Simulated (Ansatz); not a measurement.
Consider the hydrogenolysis of the Si–Cl bond: `O[SiH](Cl)[O][GeH3]` + H₂ → `O[SiH2][O][GeH3]` + HCl.

Isolated molecules relaxed with PBE0-D4/def2-TZVP in Ansatz; ΔE leaves out vibrations. CBS: MP2 limit from def2 TZ/QZ plus the TZ coupled-cluster correction, frozen cores. This one scheme is used for every species. DFT in def2-TZVPP. B3LYP here is the variant with VWN-RPA as its local correlation; programs differ in this. For Ge outer-core shells are correlated without core-valence functions, which leaves a few kJ/mol of doubt a bond. Scalar relativity is left out up to krypton. One conformer a species, not always the lowest.

```json
{"level": "PBE-D4", "ΔE (kJ/mol)": "99.9", "difference from CCSD(T)/CBS": "0.3"}
{"level": "r2SCAN-D4", "ΔE (kJ/mol)": "106.3", "difference from CCSD(T)/CBS": "6.7"}
{"level": "B3LYP-D4", "ΔE (kJ/mol)": "99.5", "difference from CCSD(T)/CBS": "-0.1"}
{"level": "ωB97X-V", "ΔE (kJ/mol)": "98.3", "difference from CCSD(T)/CBS": "-1.3"}
{"level": "ωB97M-V", "ΔE (kJ/mol)": "101.6", "difference from CCSD(T)/CBS": "2.0"}
{"level": "B2PLYP", "ΔE (kJ/mol)": "94.7", "difference from CCSD(T)/CBS": "-4.9"}
{"level": "PBE", "ΔE (kJ/mol)": "93.8", "difference from CCSD(T)/CBS": "-5.8"}
{"level": "r2SCAN", "ΔE (kJ/mol)": "104.9", "difference from CCSD(T)/CBS": "5.3"}
{"level": "PBE0", "ΔE (kJ/mol)": "94.2", "difference from CCSD(T)/CBS": "-5.4"}
{"level": "B3LYP", "ΔE (kJ/mol)": "89.4", "difference from CCSD(T)/CBS": "-10.2"}
{"level": "SCS-MP2/def2-TZVPP", "ΔE (kJ/mol)": "96.0", "difference from CCSD(T)/CBS": "-3.6"}
{"level": "CCSD(T)/def2-TZVPP", "ΔE (kJ/mol)": "93.9", "difference from CCSD(T)/CBS": "-5.7"}
{"level": "HF/def2-QZVPP", "ΔE (kJ/mol)": "85.8", "difference from CCSD(T)/CBS": "-13.8"}
{"level": "MP2/def2-QZVPP", "ΔE (kJ/mol)": "106.4", "difference from CCSD(T)/CBS": "6.8"}
{"level": "HF/CBS(def2)", "ΔE (kJ/mol)": "85.9", "difference from CCSD(T)/CBS": "-13.7"}
{"level": "MP2/CBS(def2)", "ΔE (kJ/mol)": "108.8", "difference from CCSD(T)/CBS": "9.2"}
{"level": "CCSD(T)/CBS", "ΔE (kJ/mol)": "99.6", "difference from CCSD(T)/CBS": "0"}
```

Largest T1 diagnostic among the species: 0.012.

In def2-TZVPP, CCSD(T) changes the Hartree–Fock value by +8.1 kJ/mol (the triples alone add +3.4 kJ/mol) and MP2 by +17.3 kJ/mol. The D4 term adds +10.1 kJ/mol with B3LYP and +5.4 kJ/mol with PBE0; it sums over pairs of atoms, weighted by their polarisabilities, and B3LYP, whose exchange is more repulsive, gets the larger term.
